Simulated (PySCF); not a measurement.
These 2 structures share the formula CH8InN. Method: PySCF, PBE0-D3(BJ)/def2-SVP geometry optimisation, gas phase, def2 core potentials past Kr. One conformer each; no zero-point energy, no entropy. No frequencies were run at this level. Point groups hold within 0.08 Å.

Question: Order them by energy at this level, lowest first, and give relative energies in kJ/mol.
A. `[H][In]([H])([H])<-[NH2]C` (In(NH2Me)H3)
B. `[InH2-]([NH3+])[CH3]`

Answer: B (0.0), A (33.7).

```
                   SMILES      E (Eh)  E rel (kJ/mol)  dipole (D)  point group      A, B, C (MHz)
       [CH3][InH2-][NH3+]  -287.59878             0.0        4.84      near Cs   7070, 4449, 2973
[H][In]([H])([H])<-[NH2]C  -287.58595            33.7        4.90           Cs  19593, 2446, 2324
```

Question: As an exercise, what shares would exp(−E/RT) give at 2000 K from these electronic energies alone (no entropy, no degeneracies)?

Answer: RT = 16.629 kJ/mol: [CH3][InH2-][NH3+] 88.4 %, [H][In]([H])([H])<-[NH2]C 11.6 %.
